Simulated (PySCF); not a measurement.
C₄H₈O₂, triplet, at the geometry of the source list (a higher spin typed on purpose: for a closed-shell molecule this is an excited state). Base run: HF/6-31G in PySCF.

PySCF was given this input:
```python
from pyscf import gto, scf

mol = gto.Mole()
mol.atom = '''
    C     1.24640000    0.54760000   -0.01630000
    C     0.93500000   -0.84780000    0.51060000
    O    -0.15730000   -1.43340000   -0.17640000
    C    -1.08080000   -0.48080000   -0.67410000
    C    -1.10060000    0.78100000    0.17980000
    O     0.15730000    1.43340000    0.17640000
    H     2.09660000    0.97920000    0.51690000
    H     1.49450000    0.48700000   -1.08620000
    H     1.78830000   -1.51380000    0.36340000
    H     0.71310000   -0.79080000    1.58640000
    H    -0.82360000   -0.21660000   -1.71040000
    H    -2.06030000   -0.96450000   -0.66840000
    H    -1.82470000    1.49920000   -0.21200000
    H    -1.38400000    0.52040000    1.21010000
'''
mol.basis = '6-31g'
mol.spin = 2
mol.verbose = 4
mol.build()

mf = scf.UHF(mol)
mf.kernel()
mo_i, mo_e, stable_i, stable_e = mf.stability(internal=True, external=True, return_status=True, nroots=6, tol=1e-6)
print('internally stable:', stable_i, ' externally stable:', stable_e)
if not stable_i:
    umf = mf.copy()
    umf.scf_summary = {}
    umf.kernel(umf.make_rdm1(mo_i, mf.mo_occ))
```

The bond that is stretched is that between atoms 12 and 4. A test that says stable can miss a lower solution.

Each row names what was changed in the base input (with any setting that the change needs).

```json
[
 {"change": "base", "ΔE vs base (kcal/mol)": "0.000", "<S^2>": "2.033", "E after following the instability (Eh)": "-305.36656", "<S^2> there": "2.01", "stability test says": "internal instability"},
 {"change": "bond × 1.25", "ΔE vs base (kcal/mol)": "-2.64", "<S^2>": "2.027", "E after following the instability (Eh)": "-305.38165", "<S^2> there": "2.01", "stability test says": "internal instability"},
 {"change": "bond × 1.5", "ΔE vs base (kcal/mol)": "-93.3", "<S^2>": "2.012", "E after following the instability (Eh)": "-", "<S^2> there": "-", "stability test says": "external instability"},
 {"change": "bond × 1.8", "ΔE vs base (kcal/mol)": "-121.5", "<S^2>": "2.011", "E after following the instability (Eh)": "-", "<S^2> there": "-", "stability test says": "external instability"},
 {"change": "bond × 2.2", "ΔE vs base (kcal/mol)": "-136.8", "<S^2>": "2.010", "E after following the instability (Eh)": "-", "<S^2> there": "-", "stability test says": "external instability"},
 {"change": "bond × 3.0", "ΔE vs base (kcal/mol)": "-143.1", "<S^2>": "2.010", "E after following the instability (Eh)": "-", "<S^2> there": "-", "stability test says": "external instability"}
]
```

On stretching, the SCF can end on different states; <S^2> shows the spin contamination of each.
